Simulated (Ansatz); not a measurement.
`O/[C]([GaH2])=N/[SiH3]` and `O/C(F)=N/[SiH3]` differ in one atom or group.

Ansatz, PBE0-D4/def2-TZVP geometries, multiplicity 1. Each molecule was computed in one conformer, which needn't be the lowest.

Scalar relativity is left out up to krypton.

```tsv
property	`O/[C]([GaH2])=N/[SiH3]`
HOMO–LUMO gap (PBE/def2-TZVPP) / eV	3.89
LUMO energy (PBE0/def2-TZVPP) / eV	-1.26
size of the dipole moment (ωB97M-V/def2-TZVPP) / D	0.68
LUMO energy (PBE/def2-TZVPP) / eV	-2.08
LUMO energy (B3LYP/def2-TZVPP) / eV	-1.49
HOMO energy (B3LYP/def2-TZVPP) / eV	-7.04
```

Task: Give the same properties after the change, and the shifts. (An estimate is asked.)

Result: Ansatz gave: 
```
                                          property  `O/C(F)=N/[SiH3]`  shift
               HOMO–LUMO gap (PBE/def2-TZVPP) / eV               5.87   1.98
                LUMO energy (PBE0/def2-TZVPP) / eV               0.19   1.45
size of the dipole moment (ωB97M-V/def2-TZVPP) / D               1.28   0.60
                 LUMO energy (PBE/def2-TZVPP) / eV              -0.89   1.19
               LUMO energy (B3LYP/def2-TZVPP) / eV              -0.08   1.41
               HOMO energy (B3LYP/def2-TZVPP) / eV              -8.00  -0.96
```

With PBE0 the HOMO falls by 1.00 eV and the LUMO rises by 1.45 eV, so the gap widens by about 2.45 eV. PBE moves the HOMO by -0.77 eV and ωB97M-V by -1.07 eV. Dipoles are sizes alone; their direction can turn.

B3LYP here is the variant with VWN-RPA as its local correlation; programs differ in this.
